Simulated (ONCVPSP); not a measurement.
# P: one change to an ONCV potential, before and after

phosphorus (P), optimised norm-conserving Vanderbilt (ONCV), made with ONCVPSP 4.0.1 (PBE, scalar-relativistic). Core [Ne], reference 3s2 3p3. Waves: 3s: rc 1.40 bohr, ncon 3, nbas 6, qcut 4.5 1/bohr, 2 projectors, debl 1.8 Ha; 3p: rc 1.90 bohr, ncon 3, nbas 6, qcut 5.2 1/bohr, 2 projectors, debl 2.5 Ha. Local part: polynomial inside 0.90 bohr (lpopt 5, dvloc0 0 Ha). Core correction: Teter function fitted to the true core (icmod 2), fcfact 0.4.

All-electron outer shells of the reference configuration (PBE, scalar-relativistic, ld1.x):

| shell | level (eV) | outermost node (bohr) | outermost maximum (bohr) |
| --- | --- | --- | --- |
| 2s | -173.99 | 0.14 | 0.42 |
| 2p | -124.49 | – | 0.36 |
| 3s | -13.97 | 0.65 | 1.58 |
| 3p | -5.51 | 0.64 | 1.83 |

Change: s: rc 1.96.

Cutoffs: the cutoffs (Ha) at which the residual kinetic energy of the hardest occupied pseudo-wave falls to 1 and 0.1 mHa per electron; they do not see the model core or the augmentation charge, which bear on the density cutoff. Errors are all-electron minus pseudo energies relative to the spin-unpolarised reference configuration.

How do hardness, ghosts and transferability respond?

The potential gets softer (9.9 Ha and 24 Ha → 7.8 Ha and 9.9 Ha); of the 4 tests that both files solve, the error grows in 4 and shrinks in 0 by more than 15 % and 0.3 meV (median size 6.1 → 13.8 meV); neither file shows a bound ghost. A larger radius leaves more room for a smooth pseudo-wave, so fewer plane waves are needed. More of the atom is replaced by a form fitted at one configuration, so other configurations suffer.

```tsv
quantity	base	changed
cutoff, loose	9.9 Ha	7.8 Ha
cutoff, tight	24 Ha	9.9 Ha
loose cutoff by channel	s 9.9 Ha, p 4.3 Ha	s 7.8 Ha, p 4.3 Ha
bound ghosts	none	none
GHOST(+) flags under 300 eV	s at 90.1 eV	s at 82.3 eV
error for 3s2 3p2, meV [ΔE 9.73 eV]	+0.8	+1.6
error for 3s2 3p1, meV [ΔE 28.88 eV]	+11	+18
error for 3s2 3p0, meV [ΔE 58.62 eV]	+54	+82
error for 3s1 3p4, meV [ΔE 8.53 eV]	+0.7	-9.2
p: phases at 1.93 bohr within 0.05 rad from the reference energy up to (Ha; the scan ends near 5)	3.6	3.6
rms error of d²Exc/dni dnj with the model core, mHa	0.97	0.54
```

Base: The cutoffs count occupied waves only; projector 2 of the s channel, the hardest unoccupied one, needs 30 Ha at the loose tolerance.
